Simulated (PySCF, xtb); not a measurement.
C2H4Cl2Sn, SMILES C=[CH][SnH]([Cl])[Cl].

xtb with GFN2-xTB at its own geometry gives an orbital gap of 3.75 eV and a dipole moment of 3.95 D.

Coordinates come from a PBE0-D3(BJ)/def2-SVP optimisation. The structure was generated by enumeration; whether it is a known compound was not checked. The def2 effective core potentials stand for the cores of Sn; spin–orbit coupling is left out. The values are those of a single conformer.

Task: What does PBE0/def2-TZVP run with PySCF give? (Estimate from the structure and the level; the computed values follow.)

Result: gap 7.18 eV (levels -8.64 and -1.46 eV), dipole 3.42 D.
